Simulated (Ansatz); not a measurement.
The cluster ZnO₂H₂, relaxed as a singlet with RKS PBE-D4/def2-TZVP in Ansatz, starting from the GFN1-xTB geometry. Force threshold 0.02 eV/Å.

The structure comes from a short search, and lower isomers may exist.

Start:

```xyz
5

Zn    0.0062    0.0009   -0.0086
O     0.9838   -0.5831    1.2837
O    -0.9929    0.6211   -1.2673
H    -1.9315    0.4587   -1.3465
H     1.9345   -0.4976    1.3387
```

| step | energy (eV) | largest force component (eV/Å) | SCF passes |
| --- | --- | --- | --- |
| 1 | -52537.6375 | 1.067 | 17 |
| 2 | -52537.6974 | 0.896 | 20 |
| 3 | -52537.7233 | 1.379 | 26 |
| 4 | -52537.7797 | 0.101 | 20 |
| 5 | -52537.7810 | 0.190 | 21 |
| 6 | -52537.7907 | 0.044 | 19 |
| 7 | -52537.7912 | 0.068 | 21 |
| 8 | -52537.7921 | 0.006 | 20 |

Force components are those of the run's own axes.

End:

```xyz
5

Zn   -0.025    0.147    0.088
O     1.031   -0.360    1.428
O    -1.109    0.825   -1.150
H    -1.745    0.170   -1.481
H     1.848   -0.782    1.114
```

By distances, no bond broke or formed. The bond that changes most is Zn1–O2, from 1.72 to 1.78 Å (atoms count from 1). The end is the same structure that another start reached, the lowest one found.

No frequencies were taken in this run, so the end may be a saddle point.

Run time 7.5 s (4 threads of Arm Neoverse V1 on a shared host).
